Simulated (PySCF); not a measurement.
A structure optimised at B3LYP-D3(BJ)/def2-TZVP, used in a PySCF frequency run:

```xyz
8

B     -0.2060    -1.3471     0.0000
H     -1.3991    -1.3933     0.0000
H      0.4169    -2.3638     0.0000
C      0.4841     0.0240     0.0000
C     -0.2293     1.1597     0.0000
H      1.5681     0.1114     0.0000
H      0.2286     2.1440     0.0000
H     -1.3138     1.1344     0.0000
```
Charge 0, spin multiplicity 1.

Q: Write its SMILES, formula and point group.

A: BC=C, C2H5B, Cs

Q: What are its rotational constants (standard atomic weights)?

A: 48.963, 10.252, 8.4769 GHz
